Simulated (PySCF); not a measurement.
Al(Me)(NH2)2 (CH7AlN2), SMILES [CH3][Al]([NH2])[NH2]. The structure is a stationary point at PBE-D3(BJ)/def2-SVP. The structure was generated by enumeration; whether it is a known compound was not checked. One conformer was computed; it need not be the lowest.

Q: Give the equilibrium geometry at PBE-D3(BJ)/def2-SVP (PySCF confirms it by a frequency run) as Cartesian coordinates in Å, and its point group. (Estimate from the structure and the level; the computed values follow.)

A: This is not unique; one that fits is point group Cs.
```xyz
11

Al     0.0316     0.0037     0.0000
C     -1.9331    -0.0015     0.0000
H     -2.3339    -1.0376     0.0000
H     -2.3489     0.5067    -0.8947
H     -2.3489     0.5067     0.8947
N      0.9476     0.0001    -1.5392
H      1.9640    -0.0184    -1.6424
H      0.5119     0.0103    -2.4633
N      0.9476     0.0001     1.5392
H      1.9640    -0.0184     1.6424
H      0.5119     0.0103     2.4633
```
Charge 0, spin multiplicity 1.
